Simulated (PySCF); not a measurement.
How methods differ on the ionisation energy of La⁴⁹⁺

La⁴⁹⁺ [He] 2s2 2p4 (3P) → La⁵⁰⁺ [He] 2s2 2p3 (4S), as a difference of total energies. All numbers are calculated (PySCF 2.14, scalar relativity by spin-free X2C-1e, in an even-tempered Gaussian basis (17 s from 24 bohr⁻², ratio 2.5; 11 p from 31 bohr⁻², ratio 2.5; 5 d from 130 bohr⁻², ratio 2.7; 4 f from 190 bohr⁻², ratio 2.7)). Correlated levels: nothing frozen; virtual orbitals above 40 to 60 times the deepest correlated orbital energy dropped. The calculations carry no spin-orbit coupling.

```json
{"method": "UHF", "ionisation energy (eV)": "9296.1"}
{"method": "MP2 (all electrons)", "ionisation energy (eV)": "9297.7"}
{"method": "SCS-MP2 (all electrons)", "ionisation energy (eV)": "9297.8"}
{"method": "CCSD (all electrons)", "ionisation energy (eV)": "9297.7"}
{"method": "CCSD(T) (all electrons)", "ionisation energy (eV)": "9297.7"}
```

Spin-orbit coupling is strong in these open shells (close to jj coupling). The scalar numbers leave it out and a first-order estimate fails, so it can dominate the gap to the real levels.

For this ion Breit and QED terms and the two-electron picture change, all absent here, outweigh the differences among the correlated methods.

For comparison: 9184 ± 4 eV (theoretical estimate listed by NIST; NIST Atomic Spectra Database, ionization energies).
